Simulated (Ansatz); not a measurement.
System: BGeH₄, charge 0, doublet. BGeH4 (SMILES [BH][GeH3], doublet).
B3LYP-D3(BJ)/def2-TZVP minimum from Ansatz (an electronic-structure program):
```xyz
6

B     -1.6960    -0.1079    -0.4631
Ge     0.2679     0.0374     0.0725
H      1.1631    -1.1579    -0.3262
H      0.9007     1.3177    -0.5007
H      0.2885     0.1535     1.6112
H     -2.4453    -0.9692    -0.7879
```
Charge 0, spin multiplicity 2.

Total energies in hartree (Ansatz). Radicals and triplets start from unrestricted determinants; spin-orbit coupling is neglected. Cores are frozen in correlated methods (noble-gas shells, and filled d and f shells in the p block). No relativity. Where a partner has so few electrons that a lower coupled-cluster level is exact, that level stands in.

| species | HF/cc-pVTZ | CCSD(T)/cc-pVTZ | HF/cc-pVQZ | CCSD(T)/cc-pVQZ | CCSDT(Q)/cc-pVTZ |
|---|---|---|---|---|---|
| 1: BGeH4 (SMILES [BH][GeH3], doublet) | -2102.32928 | -2102.57298 | -2102.33455 | -2102.58943 | -2102.57444 |
| 2: B (doublet) | -24.53207 | -24.59810 | -24.53297 | -24.60084 | -24.59852 |
| 3: Ge (triplet) | -2075.36107 | -2075.42794 | -2075.36359 | -2075.43284 | -2075.42848 |
| 4: H (doublet) | -0.49981 | -0.49981 | -0.49995 | -0.49995 | -0.49981 |

**Question.** Work out the atomisation energy (electronic, to ground-state atoms) in kJ/mol: take Hartree-Fock from cc-pVQZ, extrapolate the CCSD(T) correlation energy as X^-3 (X = 3, 4), and add CCSDT(Q) - CCSD(T) in cc-pVTZ. 1 hartree = 2625.5 kJ/mol.

**Answer.** 
Species 1: correlation (64·(-0.25488) - 27·(-0.24370))/37 = -0.26304; step -0.00146; E1 = -2102.33455 + (-0.26304) + (-0.00146) = -2102.59905
Species 2: correlation (64·(-0.06787) - 27·(-0.06603))/37 = -0.06921; step -0.00042; E2 = -24.53297 + (-0.06921) + (-0.00042) = -24.60260
Species 3: correlation (64·(-0.06925) - 27·(-0.06687))/37 = -0.07099; step -0.00054; E3 = -2075.36359 + (-0.07099) + (-0.00054) = -2075.43512
Species 4: correlation (64·(0.00000) - 27·(0.00000))/37 = 0.00000; step +0.00000; E4 = -0.49995 + (0.00000) + (+0.00000) = -0.49995
-1·E1 +1·E2 +1·E3 +4·E4 = 0.56153 hartree = 1474.3 kJ/mol.
